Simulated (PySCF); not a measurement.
pivalic acid (C5H10O2), singlet, at a GFN2-xTB geometry; CCSD(T)/STO-3G (PySCF).

PySCF was given this input:
```python
from pyscf import gto, scf, cc

mol = gto.Mole()
mol.atom = '''
    C    -0.87672670    0.24345342    1.51819403
    C    -0.55370175    0.14503550    0.02301938
    C    -1.51751436   -0.81736050   -0.66854879
    C    -0.62795616    1.53304407   -0.62312062
    C     0.86734031   -0.37620254   -0.12580056
    O     1.77006440    0.42386387    0.46090879
    O     1.18995166   -1.38384948   -0.69516848
    H    -0.18253916    0.91720958    2.01363029
    H    -1.88755873    0.62177436    1.65096005
    H    -0.80942748   -0.73541171    1.98815157
    H    -2.53869621   -0.45806602   -0.57080376
    H    -1.44749951   -1.80722078   -0.22507995
    H    -1.27334851   -0.90444702   -1.72410032
    H     0.06775485    2.21469776   -0.14079788
    H    -0.38309839    1.47461697   -1.68151429
    H    -1.63501299    1.93093519   -0.52285011
    H     2.66064960    0.05797695    0.34402125
'''
mol.basis = 'sto-3g'
mol.verbose = 4
mol.build()

mf = scf.RHF(mol)
mf.kernel()

mycc = cc.CCSD(mf)
mycc.kernel()
et = mycc.ccsd_t()
print('E(CCSD(T)) = %.10f' % (mycc.e_tot + et))
mf.analyze()
```

The log (banner, timings and long lists left out):

```
PySCF version 2.14.0

[INPUT] verbose = 4
[INPUT] num. atoms = 17
[INPUT] num. electrons = 56
[INPUT] charge = 0
[INPUT] spin (= nelec alpha-beta = 2S) = 0
[INPUT] symmetry False subgroup None
[INPUT] Mole.unit = angstrom
[INPUT] Symbol           X                Y                Z      unit          X                Y                Z       unit  Magmom
[INPUT]  1 C     -0.876726700000   0.243453420000   1.518194030000 AA   -1.656773349094   0.460060287889   2.868970920650 Bohr   0.0
[INPUT]  2 C     -0.553701750000   0.145035500000   0.023019380000 AA   -1.046344662192   0.274077373339   0.043500323757 Bohr   0.0
[INPUT]  3 C     -1.517514360000  -0.817360500000  -0.668548790000 AA   -2.867686530495  -1.544587490038  -1.263374114009 Bohr   0.0
[INPUT]  4 C     -0.627956160000   1.533044070000  -0.623120620000 AA   -1.186665160634   2.897033429189  -1.177527314369 Bohr   0.0
[INPUT]  5 C      0.867340310000  -0.376202540000  -0.125800560000 AA    1.639035642695  -0.710919767966  -0.237728604717 Bohr   0.0
[INPUT]  6 O      1.770064400000   0.423863870000   0.460908790000 AA    3.344936938843   0.800986628398   0.870991381505 Bohr   0.0
[INPUT]  7 O      1.189951660000  -1.383849480000  -0.695168480000 AA    2.248682738872  -2.615096514822  -1.313678037630 Bohr   0.0
[INPUT]  8 H     -0.182539160000   0.917209580000   2.013630290000 AA   -0.344949019408   1.733274905027   3.805209764229 Bohr   0.0
[INPUT]  9 H     -1.887558730000   0.621774360000   1.650960050000 AA   -3.566969043732   1.174983251677   3.119862337098 Bohr   0.0
[INPUT] 10 H     -0.809427480000  -0.735411710000   1.988151570000 AA   -1.529596254897  -1.389726720698   3.757061961424 Bohr   0.0
[INPUT] 11 H     -2.538696210000  -0.458066020000  -0.570803760000 AA   -4.797440550371  -0.865619324770  -1.078662777272 Bohr   0.0
[INPUT] 12 H     -1.447499510000  -1.807220780000  -0.225079950000 AA   -2.735377639342  -3.415152320823  -0.425339461631 Bohr   0.0
[INPUT] 13 H     -1.273348510000  -0.904447020000  -1.724100320000 AA   -2.406279945023  -1.709157161979  -3.258077416075 Bohr   0.0
[INPUT] 14 H      0.067754850000   2.214697760000  -0.140797880000 AA    0.128038110111   4.185172215088  -0.266069432119 Bohr   0.0
[INPUT] 15 H     -0.383098390000   1.474616970000  -1.681514290000 AA   -0.723951035862   2.786622211936  -3.177601482642 Bohr   0.0
[INPUT] 16 H     -1.635012990000   1.930935190000  -0.522850110000 AA   -3.089726761206   3.648938673385  -0.988043512099 Bohr   0.0
[INPUT] 17 H      2.660649600000   0.057976950000   0.344021250000 AA    5.027899057434   0.109560557038   0.650105943531 Bohr   0.0

nuclear repulsion = 330.887167013266
number of shells = 31
number of NR pGTOs = 135
number of NR cGTOs = 45
basis = sto-3g
ecp = {}

******** <class 'pyscf.scf.hf.RHF'> ********
method = RHF
initial guess = minao
damping factor = 0
level_shift factor = 0
DIIS = <class 'pyscf.scf.diis.CDIIS'>
diis_start_cycle = 1
diis_space = 8
diis_damp = 0
SCF conv_tol = 1e-09
SCF conv_tol_grad = None
SCF max_cycles = 50
direct_scf = True
direct_scf_tol = 1e-13
Set gradient conv threshold to 3.16228e-05
Initial guess from minao.
init E= -342.050834057545
  HOMO = -0.294425171939923  LUMO = 0.13368124937306  gap/eV = 11.64937
cycle= 1 E= -340.357059239534  delta_E= 1.69  |g|= 0.718  |ddm|= 4.95
  HOMO = -0.179321690696142  LUMO = 0.305822804639702  gap/eV = 13.20145
cycle= 2 E= -340.494568146381  delta_E= -0.138  |g|= 0.437  |ddm|= 1.35
  HOMO = -0.305749207521203  LUMO = 0.32320548963048  gap/eV = 17.11473
cycle= 3 E= -340.541663570011  delta_E= -0.0471  |g|= 0.0606  |ddm|= 0.515
  HOMO = -0.316074077833754  LUMO = 0.325897266170037  gap/eV = 17.46893
cycle= 4 E= -340.543835434792  delta_E= -0.00217  |g|= 0.0283  |ddm|= 0.127
  HOMO = -0.327029378950555  LUMO = 0.322475150335404  gap/eV = 17.67392
cycle= 5 E= -340.544254592763  delta_E= -0.000419  |g|= 0.00981  |ddm|= 0.0572
  HOMO = -0.328196374073589  LUMO = 0.323283459642903  gap/eV = 17.72767
cycle= 6 E= -340.54433735806  delta_E= -8.28e-05  |g|= 0.00225  |ddm|= 0.0339
  HOMO = -0.32936044477528  LUMO = 0.323289078971933  gap/eV = 17.75950
cycle= 7 E= -340.544340696915  delta_E= -3.34e-06  |g|= 0.000413  |ddm|= 0.00726
  HOMO = -0.329437268542097  LUMO = 0.323200158091976  gap/eV = 17.75917
cycle= 8 E= -340.544340788784  delta_E= -9.19e-08  |g|= 9.09e-05  |ddm|= 0.00108
  HOMO = -0.329404414897624  LUMO = 0.323189293021199  gap/eV = 17.75798
cycle= 9 E= -340.544340793592  delta_E= -4.81e-09  |g|= 1.38e-05  |ddm|= 0.000247
  HOMO = -0.329404032326047  LUMO = 0.323195341581651  gap/eV = 17.75813
cycle= 10 E= -340.5443407937  delta_E= -1.09e-10  |g|= 3.3e-06  |ddm|= 3.46e-05
  HOMO = -0.329404791446998  LUMO = 0.323195011575352  gap/eV = 17.75815
Extra cycle  E= -340.544340793708  delta_E= -7.5e-12  |g|= 1.35e-06  |ddm|= 5.98e-06
converged SCF energy = -340.544340793708

******** <class 'pyscf.cc.ccsd.CCSD'> ********
CC2 = 0
CCSD nocc = 28, nmo = 45
max_cycle = 50
direct = 0
conv_tol = 1e-07
conv_tol_normt = 1e-05
diis_space = 6
diis_start_cycle = 0
diis_start_energy_diff = 1e+09
Init t2, MP2 energy = -340.901519092292  E_corr(MP2) -0.357178298584408
Init E_corr(CCSD) = -0.357178298585307
cycle = 1  E_corr(CCSD) = -0.410817441357496  dE = -0.0536391428  norm(t1,t2) = 0.0788685
cycle = 2  E_corr(CCSD) = -0.432664691256759  dE = -0.0218472499  norm(t1,t2) = 0.0276903
cycle = 3  E_corr(CCSD) = -0.440455353295409  dE = -0.00779066204  norm(t1,t2) = 0.0119048
cycle = 4  E_corr(CCSD) = -0.443741663284455  dE = -0.00328630999  norm(t1,t2) = 0.00425469
cycle = 5  E_corr(CCSD) = -0.443637548872427  dE = 0.000104114412  norm(t1,t2) = 0.000919361
cycle = 6  E_corr(CCSD) = -0.443611071286213  dE = 2.64775862e-05  norm(t1,t2) = 0.000172652
cycle = 7  E_corr(CCSD) = -0.443602715924472  dE = 8.35536174e-06  norm(t1,t2) = 6.98859e-05
cycle = 8  E_corr(CCSD) = -0.443601630803224  dE = 1.08512125e-06  norm(t1,t2) = 2.27293e-05
cycle = 9  E_corr(CCSD) = -0.443600780838711  dE = 8.49964513e-07  norm(t1,t2) = 8.39054e-06
cycle = 10  E_corr(CCSD) = -0.443601147487656  dE = -3.66648945e-07  norm(t1,t2) = 3.51105e-06
cycle = 11  E_corr(CCSD) = -0.443601208409956  dE = -6.09223005e-08  norm(t1,t2) = 1.18487e-06
CCSD converged
E(CCSD) = -340.987942002118  E_corr = -0.4436012084099561
CCSD(T) correction = -0.00832851230939128
E(CCSD(T)) = -340.9962705144
**** SCF Summaries ****
Total Energy =                        -340.544340793707988
Nuclear Repulsion Energy =             330.887167013266435
One-electron Energy =                -1123.155119787004878
Two-electron Energy =                  451.723611980030455
Two-electron Coulomb Energy =          498.013150215973553
DFT Exchange-Correlation Energy =      -46.289538235943098
HOMO-LUMO gap [eV] =                    17.758145156617136
**** MO energy ****
MO #1   energy= -20.2995398550124  occ= 2
MO #2   energy= -20.2433694295295  occ= 2
MO #3   energy= -11.1640362883309  occ= 2
MO #4   energy= -11.0718589528104  occ= 2
MO #5   energy= -11.0413843458766  occ= 2
MO #6   energy= -11.0413019213062  occ= 2
MO #7   energy= -11.038050057693   occ= 2
MO #8   energy= -1.38859890942757  occ= 2
MO #9   energy= -1.27644165363813  occ= 2
MO #10  energy= -1.06869896926982  occ= 2
MO #11  energy= -0.905166148494556 occ= 2
MO #12  energy= -0.902383692094859 occ= 2
MO #13  energy= -0.819414829013907 occ= 2
MO #14  energy= -0.691716824798074 occ= 2
MO #15  energy= -0.623701085392048 occ= 2
MO #16  energy= -0.596268211322126 occ= 2
MO #17  energy= -0.586662236849606 occ= 2
MO #18  energy= -0.556190556640684 occ= 2
MO #19  energy= -0.543663693730428 occ= 2
MO #20  energy= -0.524404302947093 occ= 2
MO #21  energy= -0.506963417901389 occ= 2
MO #22  energy= -0.501548631141938 occ= 2
MO #23  energy= -0.490782171056069 occ= 2
MO #24  energy= -0.441942508681633 occ= 2
MO #25  energy= -0.430632459588399 occ= 2
MO #26  energy= -0.422724482405117 occ= 2
MO #27  energy= -0.347095988895639 occ= 2
MO #28  energy= -0.329404791446998 occ= 2
MO #29  energy= 0.323195011575352  occ= 0
MO #30  energy= 0.548704468209652  occ= 0
MO #31  energy= 0.598480428311226  occ= 0
MO #32  energy= 0.619510716347586  occ= 0
MO #33  energy= 0.623345972362658  occ= 0
MO #34  energy= 0.684483829926588  occ= 0
MO #35  energy= 0.705903155625284  occ= 0
MO #36  energy= 0.718438191145092  occ= 0
 ** Mulliken pop on meta-lowdin orthogonal AOs  **
 ** Mulliken pop  **
 ** Mulliken atomic charges  **
charge of    0C =     -0.10406
charge of    1C =      0.03694
charge of    2C =     -0.10331
charge of    3C =     -0.10406
charge of    4C =      0.22942
charge of    5O =     -0.21197
charge of    6O =     -0.23150
charge of    7H =      0.04124
charge of    8H =      0.03466
charge of    9H =      0.03338
charge of   10H =      0.03377
charge of   11H =      0.03791
charge of   12H =      0.03791
charge of   13H =      0.04124
charge of   14H =      0.03338
charge of   15H =      0.03466
charge of   16H =      0.16039
Dipole moment(X, Y, Z, Debye): -0.11338,  0.82656,  0.48462
```
